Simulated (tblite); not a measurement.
Compound: C3H8F2O2Si3.
SMILES with atom numbers: `[O:1]=[C:2]([OH:3])[C:4]([F:5])([F:6])[Si@@H:7]1[CH2:8][SiH2:9][SiH2:10]1` (hydrogens: H11 on O3; H12 on Si7; H13, H14 on C8; H15, H16 on Si9; H17, H18 on Si10)

Computed geometry: GFN2-xTB, gas phase.

(1) What internal coordinates does the optimisation give?

Results:

(1) 
```
    bond  length (Å)   order
   O1=C2       1.204  double
   C2–O3       1.338  single
   C2–C4       1.488  single
   C4–F5       1.368  single
   C4–F6       1.364  single
  C4–Si7       1.966  single
  Si7–C8       1.923  single
  C8–Si9       1.939  single
Si9–Si10       2.365  single
Si7–Si10       2.349  single
  O3–H11       0.970  single
 Si7–H12       1.472  single
  C8–H13       1.089  single
  C8–H14       1.089  single
 Si9–H15       1.470  single
 Si9–H16       1.463  single
Si10–H17       1.466  single
Si10–H18       1.472  single
```

Orders are formal, as drawn. A selection of angles:
```
       angle  degrees
    O1–C2–O3    123.4
    O1–C2–C4    124.3
    O3–C2–C4    111.7
   C2–O3–H11    110.0
    C2–C4–F5    111.0
    C2–C4–F6    112.6
   C2–C4–Si7    109.2
    F5–C4–F6    105.7
   F5–C4–Si7    108.4
   F6–C4–Si7    109.8
   C4–Si7–C8    104.7
 C4–Si7–Si10    104.4
  C4–Si7–H12    100.8
 C8–Si7–Si10     88.8
  C8–Si7–H12    115.7
Si10–Si7–H12    138.8
  Si7–C8–Si9    102.5
  Si7–C8–H13    113.3
  Si7–C8–H14    111.5
  Si9–C8–H13    112.6
  Si9–C8–H14    111.3
  H13–C8–H14    105.8
 C8–Si9–Si10     87.9
  C8–Si9–H15    110.9
  C8–Si9–H16    111.9
Si10–Si9–H15    119.3
Si10–Si9–H16    118.9
 H15–Si9–H16    106.6
Si9–Si10–H17    122.7
Si9–Si10–H18    117.5
Si7–Si10–Si9     79.4
Si7–Si10–H17    118.4
Si7–Si10–H18    112.7
H17–Si10–H18    104.9
```

Dihedral angles: O1–C2–C4–F5 -33° (synclinal); C2–C4–Si7–C8 -57° (synclinal); C4–Si7–C8–Si9 -95° (anticlinal); Si7–C8–Si9–Si10 -10° (synperiplanar); C8–Si9–Si10–Si7 8° (synperiplanar); C4–Si7–Si10–Si9 97° (anticlinal); H11–O3–C2–O1 4° (synperiplanar).

The 4-membered ring Si7–C8–Si9–Si10 has internal angles of 79.4° to 102.5° (sum 359°, against 360° for a flat polygon); it is puckered, 0.08 Å rms from its mean plane, widest ring torsion 10°. Si7 (SiH silicon) has angles from 88.8° to 138.8°. Of the pairs four or more bonds apart, O1···H13 is among the closest relative to their van der Waals radii: 2.52 Å, 93 % of the sum of Bondi's values. Si9 (SiH2 silicon) has angles from 87.9° to 119.3°. Si10 (SiH2 silicon) has angles from 79.4° to 122.7°. The C–Si distances run from 1.923 Å (Si7–C8, drawn single) to 1.966 Å (C4–Si7, drawn single), a spread of 0.043 Å. The 2 C–O bonds span 1.204 Å (O1=C2, drawn double) to 1.338 Å (C2–O3, drawn single), a spread of 0.134 Å.

Point group: C1 (no symmetry element, even within 0.4 Å). Its GFN2-xTB frequencies are all real (lowest 28 cm⁻¹). One conformer, not necessarily the lowest (O1–C2–O3–H 4°, O1–C2–C4–F5 -33°, C2–C4–Si7–C8 -57°, C4–Si7–C8–Si9 -95°, Si7–C8–Si9–Si10 -10°, C8–Si9–Si10–Si7 8°, C4–Si7–Si10–Si9 97°).

Time: 2.6 s. Hardware: Arm Neoverse N1, one thread, no GPU, shared host with 64 logical CPUs at a one-minute load of 56. This is the geometry optimisation.
